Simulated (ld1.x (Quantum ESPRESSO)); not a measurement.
# Pseudopotential generation for Ge: ultrasoft, LDA (PZ), scalar-relativistic.

```
Element                 : germanium (Ge)
Generator               : ld1.x (Quantum ESPRESSO) 7.5
Type                    : ultrasoft
Functional              : LDA (PZ)
Relativity              : scalar-relativistic
Frozen core             : [Ne]
Valence charge          : 22
Reference configuration : 3s2 3p6 3d10 4s2 4p0 (charge +2)
Partial waves           : 3s (bound): rcut 0.95, rcutus 1.10 bohr; 4s (bound): rcut 0.95, rcutus 1.10 bohr; 3p (bound): rcut 0.90, rcutus 1.00 bohr; 4p (bound, empty): rcut 0.90, rcutus 1.00 bohr; 3d (bound): rcut 1.10, rcutus 1.35 bohr; 3d channel at -1.5 Ry: rcut 1.10, rcutus 1.35 bohr
Local potential         : all-electron potential smoothed inside 1.15 bohr (lloc = -1)
Core correction         : none
Augmentation charge     : built from norm-conserving waves at rcut, not smoothed further
```

All-electron outer shells of the reference configuration (LDA (PZ), scalar-relativistic, ld1.x):

```csv
shell,level (eV),outermost node (bohr),outermost maximum (bohr)
2p,-1218.20,–,0.14
3s,-187.80,0.26,0.54
3p,-135.45,0.23,0.54
3d,-49.54,–,0.50
4s,-29.63,0.77,1.66
4p,-20.12,0.82,1.96
```

Is a potential produced?

No. ld1.x (Quantum ESPRESSO) 7.5 stopped with "chargeps: negative rho": the pseudo-density turned negative during the self-consistent test, most likely because a state had been found with a wrong node count and its wave set to zero before. Before that it printed "Warning: n=1, l=0 expected 0 nodes, found 1".
